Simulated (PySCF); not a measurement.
Cd(F)(GeH3) (CdFGeH₃), SMILES [F][Cd][GeH3].

Geometry: B3LYP-D3(BJ)/def2-SVP. The structure was generated by enumeration; whether it is a known compound was not checked. The def2 effective core potentials stand for the cores of Cd; spin–orbit coupling is left out.

Computed with TDDFT-CAM-B3LYP/def2-SVPD (PySCF).

Vertical excitations; the highest root listed may be one member of a degenerate set.  State labels are in the subgroup Cs.

Computed lowest excited states:
```csv
state,symmetry,energy (eV),λ (nm),f,main pairs
S1,A",6.33,196,0.108,HOMO→LUMO+2 (degenerate set)
S2,A',6.33,196,0.108,HOMO→LUMO+1 (degenerate set)
S3,A',6.35,195,0.595,HOMO→LUMO 94 %
S4,A',6.99,177,0.015,HOMO−2→LUMO (degenerate set)
S5,A",6.99,177,0.015,HOMO−1→LUMO (degenerate set)
S6,A",7.58,163,0.000,"HOMO−1→LUMO+1 46 %, HOMO−2→LUMO+2 46 %"
S7,A',7.63,163,0.000,"HOMO−2→LUMO+1, HOMO−1→LUMO+2 (degenerate set)"
S8,A",7.63,163,0.000,"HOMO−2→LUMO+2, HOMO−1→LUMO+1 (degenerate set)"
S9,A',7.66,162,0.001,"HOMO−5→LUMO 29 %, HOMO→LUMO+3 27 %, HOMO−1→LUMO+2 19 %, HOMO−2→LUMO+1 19 %"
S10,A',7.78,159,0.050,HOMO−4→LUMO 83 %
T1,A',5.07,244,0,HOMO→LUMO 95 %
T2,A",5.47,227,0,HOMO→LUMO+2 (degenerate set)
T3,A',5.47,227,0,HOMO→LUMO+1 (degenerate set)
T4,A",6.63,187,0,HOMO−1→LUMO 82 %
```
Triplets are in the Tamm–Dancoff approximation, which puts them higher than full response would, so one can lie above its singlet here.
